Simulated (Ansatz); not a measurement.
## Worked example: the step energy

An elementary step of SiH$_{2}$Cl$_{4}$, singlet (SiCl₄ ([Cl][Si]([Cl])([Cl])[Cl]) + H₂ → SiHCl₃ ([Cl][SiH]([Cl])[Cl]) + HCl; Si–Cl, H–H broken or loosened, Si–H, Cl–H formed or tightened). “Start” and “end” are the PBE0-D4/def2-TZVP structures reached by relaxing down either side of its saddle point, with the molecules still in contact.

Computed with Ansatz 0.2.0 (basis: def2-TZVPP and def2-QZVPP); correlated methods freeze the cores.

Energies in eV:

| quantity | end | start |
| --- | --- | --- |
| Hartree–Fock, triple zeta (X = 3) | -57914.65196 | -57915.15998 |
| Hartree–Fock, quadruple zeta (X = 4) | -57916.29234 | -57916.80265 |
| MP2 correlation, X = 3 | -24.20488 | -24.41290 |
| MP2 correlation, X = 4 | -26.66348 | -26.89851 |
| CCSD(T) correlation, X = 3 | -27.25916 | -27.35576 |

Problem. Work out the step energy at the basis limit: extrapolate Hartree–Fock as E(X) = E∞ + A exp(−7.88 √X) and the MP2 correlation as E(X) = E∞ + B X^−2.97 (the exponents that Neese and Valeev fitted for def2-TZVPP and QZVPP), then add CCSD(T) − MP2 in triple zeta.

Solution. Each step is linear, so take the differences first (end − start): Hartree–Fock 0.50802 (X = 3) and 0.51031 (X = 4); MP2 correlation 0.20802 and 0.23503; CCSD(T) correlation 0.09660.
Two points give E∞ = E(4) + w [E(4) − E(3)], with w = 1/(exp(7.88 (2 − √3)) − 1) = 0.1377 for Hartree–Fock and w = 1/((4/3)^2.97 − 1) = 0.7407 for the correlation.
Hartree–Fock: 0.51031 + 0.1377 × 0.00229 = 0.5106 eV.
MP2 correlation: 0.23503 + 0.7407 × 0.02701 = 0.2550 eV.
CCSD(T) − MP2: 0.09660 − 0.20802 = -0.1114 eV.
Sum: 0.5106 + 0.2550 + (-0.1114) = 0.6542 eV, or 15.09 kcal/mol. Plain CCSD(T) in triple zeta gives 0.6046 eV, so the larger basis shifts the result by 0.0496 eV.

No T1 diagnostic of these runs exceeds 0.011.

Labels in which every atom is bracketed show which atoms are joined, not bond orders.

For scale, one of the runs: CCSD(T)/def2-TZVPP, 238 basis functions, launched by `ansatz run in.yaml --threads 4 --pin off --events-out ev --progress --plain --max-ram 9574MiB`. Hardware: 4 CPU threads of an Arm Neoverse V2, shared host. Wall time 110 s; peak host memory 3.9 GiB.
